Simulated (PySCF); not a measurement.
lanthanum atom (La), doublet (typed; the unrestricted solution is spin-contaminated) (core potentials on La).

Input for PySCF:
```python
from pyscf import gto, scf, dft

mol = gto.Mole()
mol.atom = '''
    La    0.000000    0.000000    0.000000
'''
mol.basis = 'def2-tzvp'
mol.ecp = {'La': 'def2-tzvp'}
mol.charge = 0
mol.spin = 1
mol.verbose = 3
mol.build()

mf = dft.UKS(mol)
mf.xc = 'pbe'
mf.kernel()
```

Task: What is the computed number of basis functions (PySCF with PBE/def2-TZVP)?

Result: 40

Task: Predict the <S^2> from PBE/def2-TZVP.

Result: 1.374

Task: What total energy does PBE/def2-TZVP give?

Result: -31.492094 Ha

These values belong to the state on which the SCF converged, which isn't shown to be the lowest.
